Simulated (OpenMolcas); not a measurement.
**As⁺: CASPT2 settings compared**

```
Program             : OpenMolcas
Basis               : ANO-R3 [7s6p5d3f2g]
Scalar Hamiltonian  : X2C, finite nucleus
Active space        : 4 electrons in 4 orbitals (4s 4p)
State averaging     : 2S+1 = 3 even, 3 roots; 2S+1 = 1 even, 6 roots kept (CI in the orbitals of an earlier block); 2S+1 = 3 odd, 5 roots (0 in the spin-orbit step); 2S+1 = 5 odd, 1 root kept (CI in the orbitals of an earlier block)
Spin-orbit coupling : state interaction with AMFI integrals over the reference wave functions, term energies averaged over their components
```

Methods on the same reference wave functions:
A. CASSCF
B. SS-CASPT2, IPEA 0.4 Eh, no level shift (closed shells correlated: 3s 3p 3d)
C. SS-CASPT2, IPEA 0.5 Eh, sigma1 regulariser 0.2 Eh (closed shells correlated: 3d)
D. SS-CASPT2, IPEA 0 Eh, imaginary shift 0.5 Eh (closed shells correlated: 3d)

Energies in cm⁻¹ above 4s² 4p² ³P₀, the measured ground level; measured values from NIST Handbook of Basic Atomic Spectroscopic Data.

```tsv
Level	A	B	C	D	Measured
4s² 4p² ³P₀	0.0	0.0	0.0	0.0	0.0
4s² 4p² ³P₁	938	946	946	936	1063
4s² 4p² ³P₂	2305	2260	2260	2270	2541
4s² 4p² ¹D₂	12689	9300	9270	10220	10096
4s² 4p² ¹S₀	22547	21660	21690	22740	22599
4s 4p³ ⁵S°₂	43336	53200	52470	53680	54817
```

Deviations, from unrounded energies. A percentage is the sum of absolute deviations over the sum of measured energies, with the sign that they share, or ± where signs differ.

```
                        Against measurement  Levels      A      B      C      D
             mean absolute deviation (cm-1)       5   2900    750    900    360
      fine structure of the ground term (%)       2  -10.1  -11.0  -11.1  -11.1
other terms of the ground configuration (%)       2   ±8.1   -5.3   -5.3   +0.8
                   other configurations (%)       1  -20.9   -2.9   -4.3   -2.1
```

D lies closest to measurement on these levels and A furthest from it. The largest miss of D in the table is 4s 4p³ ⁵S°₂, by -1100 cm-1. The ranking rests on the paired levels alone, and a cruder setting can come out closer through cancelling errors.

Among B to D the level of the table that moves most is 4s 4p³ ⁵S°₂, by 1200 cm-1 (lowest in C, highest in D). Moves below CASPT2's spread within the term are not significant.

From A to B the spin-free energies of the other terms of 4s² 4p² shown, above ³P, scale by factors of 0.68 to 0.96.

The lowest spin-free term lies below A's lowest term by 0.902 hartree in B, 0.541 hartree in C, 0.554 hartree in D.

CASPT2 breaks the degeneracy within a term, and the mean is taken; among the terms shown or strongly mixed into the levels shown the widest spread is 30 cm-1 (4s² 4p² ¹D, C). Some high roots are left out of the spin-orbit mixing, which shifts the levels that they would mix with. Terms from blocks run as CI alone lack orbitals of their own. Terms of s pⁿ other than that of highest spin mix with s² pⁿ⁻² d, which this space lacks; all of them can be thousands of cm-1 off, and some have no real level of that name. Without dynamic correlation excited terms often stand tens of per cent too high (terms of higher spin than the ground term too low), and those without a measured partner can miss by more than the paired ones (holds for A). Computed and measured levels are paired by configuration, term and J; levels that our copy of the source lacks, or whose pairing is in doubt (as where it misses far off the trend of its configuration), stay unpaired and out of the deviations. Only configurations of the active space appear.

° marks odd parity.
